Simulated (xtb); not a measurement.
xtb input (GFN1-xTB):

```bash
xtb mol.xyz --gfn 1 --sp --chrg 0 --uhf 0
```
mol.xyz:
```
4

Cr    -0.09391776     0.08050654     0.11636021
O     -0.96814615    -1.19137670    -0.20500178
O      0.00218294     1.14757861    -1.04008159
O      1.24771648    -0.19772152     0.89600275
```

End of the output:

```
         :::::::::::::::::::::::::::::::::::::::::::::::::::::
         ::                     SUMMARY                     ::
         :::::::::::::::::::::::::::::::::::::::::::::::::::::
         :: total energy             -15.786536660132 Eh    ::
         :: gradient norm              0.081635871994 Eh/a0 ::
         :: HOMO-LUMO gap              1.191279295809 eV    ::
         ::.................................................::
         :: SCC energy               -15.868665254754 Eh    ::
         :: -> electrostatic           0.181458750804 Eh    ::
         :: repulsion energy           0.083030781346 Eh    ::
         :: dispersion energy         -0.000902186723 Eh    ::
         :: halogen bond corr.         0.000000000000 Eh    ::
         :: add. restraining           0.000000000000 Eh    ::
         :: total charge              -0.000000000000 e     ::
         :::::::::::::::::::::::::::::::::::::::::::::::::::::

           -------------------------------------------------
          |                Property Printout                |
           -------------------------------------------------

    * Orbital Energies and Occupations

         #    Occupation            Energy/Eh            Energy/eV
      -------------------------------------------------------------
         1        2.0000           -0.8710152             -23.7015
         2        2.0000           -0.8710152             -23.7015
Note: The following floating-point exceptions are signalling: IEEE_UNDERFLOW_FLAG IEEE_DENORMAL
normal termination of xtb
         3        2.0000           -0.8682778             -23.6270
         4        2.0000           -0.6909676             -18.8022
         5        2.0000           -0.6909676             -18.8022
         6        2.0000           -0.6836337             -18.6026
         7        2.0000           -0.6720094             -18.2863
         8        2.0000           -0.6720094             -18.2863
         9        2.0000           -0.6592358             -17.9387
        10        2.0000           -0.6388940             -17.3852
        11        2.0000           -0.6388940             -17.3852
        12        2.0000           -0.6205435             -16.8858 (HOMO)
        13                         -0.5767648             -15.6946 (LUMO)
        14                         -0.5119746             -13.9315
        15                         -0.5119746             -13.9315
        16                         -0.4115076             -11.1977
        17                         -0.4115076             -11.1977
        18                         -0.2974701              -8.0946
        19                         -0.1010467              -2.7496
        20                          0.1977990               5.3824
        21                          0.1977990               5.3824
      -------------------------------------------------------------
                  HL-Gap            0.0437787 Eh            1.1913 eV
             Fermi-level           -0.5986542 Eh          -16.2902 eV

  Mulliken/CM5 charges         n(s)   n(p)   n(d)
     1Cr    0.90064  1.49206   0.312  1.100  3.687
     2O    -0.30021 -0.49735   1.696  4.604  0.000
     3O    -0.30021 -0.49735   1.696  4.604  0.000
     4O    -0.30021 -0.49735   1.696  4.604  0.000

Wiberg/Mayer (AO) data.
largest (>0.10) Wiberg bond orders for each atom

 ---------------------------------------------------------------------------
     #   Z sym  total        # sym  WBO       # sym  WBO       # sym  WBO
 ---------------------------------------------------------------------------
     1  24 Cr   6.692 --     4 O    2.231     2 O    2.231     3 O    2.231
     2   8 O    2.575 --     1 Cr   2.231     4 O    0.172     3 O    0.172
     3   8 O    2.575 --     1 Cr   2.231     4 O    0.172     2 O    0.172
     4   8 O    2.575 --     1 Cr   2.231     3 O    0.172     2 O    0.172
 ---------------------------------------------------------------------------

Topologies differ in total number of bonds
Writing topology from bond orders to xtbtopo.mol

 dipole moment from electron density (au)
     X       Y       Z
  -0.8869   0.7603   1.0989  total (Debye):    4.076

           -------------------------------------------------
          | TOTAL ENERGY              -15.786536660132 Eh   |
          | GRADIENT NORM               0.081635871994 Eh/α |
          | HOMO-LUMO GAP               1.191279295809 eV   |
           -------------------------------------------------

------------------------------------------------------------------------
------------------------------------------------------------------------
 total:
 SCF:
```
